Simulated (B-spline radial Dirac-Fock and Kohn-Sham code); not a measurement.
Diagram lines of Mo⁴⁺

System: molybdenum as Mo⁴⁺ in the configuration 1s2 2s2 2p6 3s2 3p6 3d10 4s2 4p6 4d2, inside a Watson sphere of charge -4 and radius 2.4 Å (a model of the Madelung potential; inside it an electron's potential energy is raised by 24.0 eV).

Method: Dirac-Fock energy differences between relaxed states, corrected for Breit and QED terms. Computed with a radial finite-basis atomic code. A line energy is the difference of two single-hole energies; the list is a selection of electric-dipole transitions between resolved j subshells. Correlation and solid-state effects are left out.

```tsv
line	energy (eV)	wavelength (Å)
Kβ2'	19968.8	0.62089
Kβ2''	19966.1	0.62097
Kβ1	19603.6	0.63246
Kβ3	19585.8	0.63303
Kα1	17477.3	0.70940
Kα2	17372.3	0.71369
Lγ3	2842.2	4.3622
Lγ2	2839.5	4.3663
Lγ5	2563.3	4.8368
Lβ3	2477.0	5.0054
Lβ4	2459.2	5.0415
Lβ6	2458.4	5.0433
Lβ1	2397.1	5.1722
Lα1	2295.4	5.4015
Lα2	2292.2	5.4090
Lη	2119.4	5.8501
Lℓ	2014.4	6.1548
M1-N3	477.1	25.990
M1-N2	474.4	26.137
M2-N1	349.9	35.434
M3-N1	332.1	37.331
M4-N3	199.3	62.206
Mζ2	196.6	63.056
Mζ1	196.1	63.219
```
